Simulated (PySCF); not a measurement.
carbon atom (C), triplet; PBE/def2-SVP run with PySCF.

Here is a job for PySCF.
```python
from pyscf import gto, scf, dft

mol = gto.Mole()
mol.atom = '''
    C     0.00000000    0.00000000    0.00000000
'''
mol.basis = 'def2-svp'
mol.spin = 2
mol.verbose = 4
mol.build()

mf = dft.UKS(mol)
mf.xc = 'pbe'
mf.diis = False
mf.damp = 0.3
mf.diis_start_cycle = 200
mf.max_cycle = 150
mf.kernel()
```

It wrote (shortened):

```
PySCF version 2.14.0

[INPUT] verbose = 4
[INPUT] num. atoms = 1
[INPUT] num. electrons = 6
[INPUT] charge = 0
[INPUT] spin (= nelec alpha-beta = 2S) = 2
[INPUT] symmetry False subgroup None
[INPUT] Mole.unit = angstrom
[INPUT] Symbol           X                Y                Z      unit          X                Y                Z       unit  Magmom
[INPUT]  1 C      0.000000000000   0.000000000000   0.000000000000 AA    0.000000000000   0.000000000000   0.000000000000 Bohr   0.0

nuclear repulsion = 0
number of shells = 6
number of NR pGTOs = 24
number of NR cGTOs = 14
basis = def2-svp
ecp = {}

******** <class 'pyscf.dft.uks.UKS'> ********
method = UKS
initial guess = minao
damping factor = 0.3
level_shift factor = 0
DIIS disabled
SCF conv_tol = 1e-09
SCF conv_tol_grad = None
SCF max_cycles = 150
direct_scf = True
direct_scf_tol = 1e-13
number electrons alpha = 4  beta = 2
XC library pyscf.dft.libxc version 7.1.2
    S. Lehtola, C. Steigemann, M. J. T. Oliveira, and M. A. L. Marques,  SoftwareX 7, 1–5 (2018)
XC functionals = pbe
    J. P. Perdew, K. Burke, and M. Ernzerhof,  Phys. Rev. Lett. 77, 3865 (1996)
    J. P. Perdew, K. Burke, and M. Ernzerhof,  Phys. Rev. Lett. 78, 1396 (1997)
    J. P. Perdew, K. Burke, and M. Ernzerhof,  Phys. Rev. Lett. 77, 3865 (1996)
    J. P. Perdew, K. Burke, and M. Ernzerhof,  Phys. Rev. Lett. 78, 1396 (1997)
radial grids:
    Treutler-Ahlrichs [JCP 102, 346 (1995); DOI:10.1063/1.469408] (M4) radial grids

becke partition: Becke, JCP 88, 2547 (1988); DOI:10.1063/1.454033
pruning grids: <function nwchem_prune>
grids dens level: 3
symmetrized grids: False
atomic radii adjust function: <function treutler_atomic_radii_adjust>
small_rho_cutoff = 0
Set gradient conv threshold to 3.16228e-05
tot grids = 14120
init E= -37.6854153894326

cycle= 1 E= -37.7424129742483  delta_E= -0.057  |g|= 0.101  |ddm|= 0.802
cycle= 2 E= -37.7507594010813  delta_E= -0.00835  |g|= 0.0256  |ddm|= 0.185
cycle= 3 E= -37.7511847346839  delta_E= -0.000425  |g|= 0.00821  |ddm|= 0.0421
cycle= 4 E= -37.7512290667994  delta_E= -4.43e-05  |g|= 0.00315  |ddm|= 0.00918
cycle= 5 E= -37.7512353103601  delta_E= -6.24e-06  |g|= 0.00121  |ddm|= 0.00377
cycle= 6 E= -37.7512362391807  delta_E= -9.29e-07  |g|= 0.000472  |ddm|= 0.00136
cycle= 7 E= -37.7512363787683  delta_E= -1.4e-07  |g|= 0.000183  |ddm|= 0.000535
cycle= 8 E= -37.7512363998082  delta_E= -2.1e-08  |g|= 7.15e-05  |ddm|= 0.000205
cycle= 9 E= -37.7512364029876  delta_E= -3.18e-09  |g|= 2.79e-05  |ddm|= 7.95e-05
cycle= 10 E= -37.7512364034722  delta_E= -4.85e-10  |g|= 1.09e-05  |ddm|= 3.16e-05
Extra cycle  E= -37.7512364035637  delta_E= -9.15e-11  |g|= 1.86e-06  |ddm|= 2.07e-05
converged SCF energy = -37.7512364035637  <S^2> = 2.001906  2S+1 = 3.0012704
```
